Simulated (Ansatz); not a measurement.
Ideal-gas functions of `C[S][SnH]([Cl])[Cl]` at 600 K and 1 bar, from an Ansatz frequency run at PBE0-D4/def2-TZVP.

Molar mass 237.73 g/mol, point group Cs (symmetry number 1), electronic degeneracy 1, moments of inertia 344.27, 417.432, 549.674 u Å². Harmonic wavenumbers (cm⁻¹, unscaled): 40, 93, 110, 116, 147, 200, 365, 373, 385, 543, 557, 717, 978, 986, 1350, 1465, 1476, 1988, 3070, 3165, 3169.

Use S(trans) = R[1.5 ln M + 2.5 ln T − 1.1517]; rotational temperatures θ = 24.2544 K / I; S(rot) = R[ln(√π/σ · √(T³/θAθBθC)) + 1.5]; for each mode x = 1.438777 ν̃/T, S = R[x/(eˣ − 1) − ln(1 − e⁻ˣ)] and H = RT x/(eˣ − 1); 1 cm⁻¹ = 0.0119627 kJ/mol; R = 8.31446 J/(mol·K).

Problem. By hand: the entropy, in J/(mol·K).

Solution. Translation 191.6. Rotation: θ = 0.0705, 0.0581, 0.0441 K, giving 132.8. Vibration, mode by mode: 27.81, 20.81, 19.42, 18.98, 17.03, 14.50, 9.68, 9.51, 9.27, 6.68, 6.50, 4.76, 2.90, 2.86, 1.43, 1.15, 1.12, 0.41, 0.04, 0.04, 0.04, in all 175.0. Electronic 0.0. Sum 499.4 J/(mol·K).

Problem. By hand: H − E and G − E in kJ/mol, counted from the electronic energy.

Solution. Zero-point energy ½ × 21293 × 0.0119627 = 127.4; thermal vibration 46.3; translation, rotation and pV give 4 RT = 20.0. H − E = 193.7 kJ/mol, and G − E = 193.7 − 600 × 499.4/1000 = -105.9 kJ/mol.

Vibration gives 35 % of the entropy, 104.0 J/(mol·K) of it from the modes under 150 cm⁻¹: soft modes count most, and the harmonic formula is weakest for them. The sum counts one conformer and one mirror image; others add a mixing term.
